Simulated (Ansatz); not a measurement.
Geometry optimisation, RKS LDA/6-31G* in Ansatz.

The input (input.yaml):

```yaml
crystal:
  periodic: [false, false, false]
  atoms:
    - { symbol: B, position_ang: [0.0, 0.0, 0.0] }
    - { symbol: H, position_ang: [0.0, 0.0, 1.54] }
    - { symbol: O, position_ang: [1.2211, 0.0, -0.705] }
    - { symbol: H, position_ang: [1.5209, -0.9519, -0.8599] }
    - { symbol: Cl, position_ang: [-1.6108, 0.0, -0.93] }
    - { symbol: P, position_ang: [-0.2764, 2.079, 0.6969] }
    - { symbol: H, position_ang: [-1.5961, 2.5082, 0.396] }
    - { symbol: H, position_ang: [-0.0678, 2.1402, 2.1001] }
    - { symbol: H, position_ang: [-0.1152, 0.8664, 1.6712] }
basis:
  gaussian: { orbitals: "6-31G*" }
hamiltonian:
  xc: lda
relax:
  f_tol: 0.15
  max_steps: 25
  restrain:
    - { distance: [0, 5], at: 3.11, k: 30.0 }
    - { distance: [8, 1], at: 1.86, k: 30.0 }
    - { distance: [0, 1], at: 1.19, k: 30.0 }
    - { distance: [8, 5], at: 1.42, k: 30.0 }
output:
  orbitals: {}
```

Command:

```bash
$ ansatz run input.yaml --threads 1 --pin off --max-ram 2048MiB --backend cpu --events-out ev --progress --plain --runs-dir out
```

Problem. Where does it end, and by what steps?

Solution. The run converged. The restraints hold the end off the free minimum. After 10 steps the energy has fallen by 4.074 eV (the restraints' own energy left out); H2 moved furthest, 0.94 Å. Parted: B1–P6, H2–H9. Joined: B1–H2.

```csv
step,energy less start (eV),largest force component (eV/Å),accepted
0,0.0000,3.959,yes
1,-0.6575,2.335,yes
2,-1.0900,2.458,yes
3,-1.9087,2.452,yes
4,-2.8802,1.505,yes
5,-3.6234,1.087,yes
6,-3.9363,0.680,yes
7,-4.0456,0.372,yes
8,-4.0649,0.483,yes
9,-4.0595,0.555,no
10,-4.0739,0.443,yes
```

```xyz
9
Properties=species:S:1:pos:R:3
B -0.129 -0.451 -0.153
H -0.094 -0.762 1.002
O 0.964 -0.310 -0.925
H 1.783 -0.472 -0.408
Cl -1.690 -0.227 -0.924
P -0.041 2.463 0.954
H -1.458 2.464 0.722
H -0.196 2.859 2.329
H -0.063 1.078 1.311
```

Whether the end is a true minimum wasn't checked by a vibrational analysis.

Time of the run: 24 s on 1 thread of Arm Neoverse V1 (shared host), peak memory 0.14 GiB.
